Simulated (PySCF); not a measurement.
## Löwdin shares of the frontier orbitals

Compound: C5H4O3S.
Atom-mapped SMILES: `[O:1]=[C:2]([OH:3])[c:4]1[cH:5][cH:6][c:7]([SH:8])[o:9]1` (hydrogens: H10 on O3; H11 on C5; H12 on C6; H13 on S8)

Computed with TDDFT CAM-B3LYP/def2-SVPD, vertical, gas phase, core orbitals frozen in the response (PySCF 2.14.0, density-fitted response routines). Isolated species at its GFN2-xTB geometry (one conformer only). Torsions of this conformer, `[O:1]=[C:2]([OH:3])[c:4]1[cH:5][cH:6][c:7]([SH:8])[o:9]1`: O1–C2–C4–C5 0°, H–O3–C2–O1 0°, H–S8–C7–C6 180°.

Kohn–Sham orbitals with the atoms that hold most of them (Löwdin shares over 4%, at most four atoms; ? is withheld):

```csv
orbital,ε (eV),atoms
LUMO+2,1.06,"S8 78%, C7 9%, H13 8%"
LUMO+1,0.74,"S8 48%, H13 16%, O9 6%, C6 6%"
LUMO,-0.46,?
HOMO,-7.76,"S8 29%, C4 19%, C7 15%, C6 13%"
HOMO-1,-9.91,?
HOMO-2,-10.08,"C5 28%, C6 17%, O9 12%, C4 11%"
HOMO-3,-10.63,"S8 38%, C7 18%, O9 18%, C6 12%"
```

**Question.** Which atoms hold the LUMO, and with what shares?

**Answer.** C2 (bonded to C and 2 O) 17%; C5 (bonded to 2 C and H) 16%; O1 (bonded to C) 14%; C7 (bonded to C, O and S) 13%. By element: carbon 45% or more, oxygen 14% or more.

**Question.** Which atoms hold the HOMO-1, and with what shares?

**Answer.** O1 (bonded to C) 70%; O3 (bonded to C and H) 12%; C2 (bonded to C and 2 O) 9%; C4 (bonded to 2 C and O) 5%. By element: oxygen 82% or more, carbon 14% or more.

**Question.** How does S1 compare with the orbital gap of 7.30 eV?

**Answer.** S1 is at 4.71 eV (f = 0.447), 2.60 eV below the gap, made of HOMO→LUMO (97%). Without the coupling terms of the response equations the lowest excitation would equal the gap.

**Question.** One configuration dominates each of S1, S3 and S7. Which, and how do the shares of the two leading atoms of either orbital change from the occupied to the empty one?

**Answer.** 
- S1 (4.71 eV, f 0.447), HOMO→LUMO (97%): S8 29% → at most 13%, C4 19% → at most 13%, C2 at most 13% → 17%, C5 at most 13% → 16%
- S3 (5.34 eV, f 0.0000), HOMO-1→LUMO (89%): O1 70% → 14%, O3 12% → at most 13%, C2 9% → 17%, C5 at most 5% → 16%
- S7 (6.76 eV, f 0.178), HOMO-2→LUMO (73%): C5 28% → 16%, C6 17% → at most 13%, C2 at most 12% → 17%

Löwdin shares depend on the basis, the more so with diffuse functions.

The run took 57 s of wall time on Arm Neoverse V1, one thread (shared host).
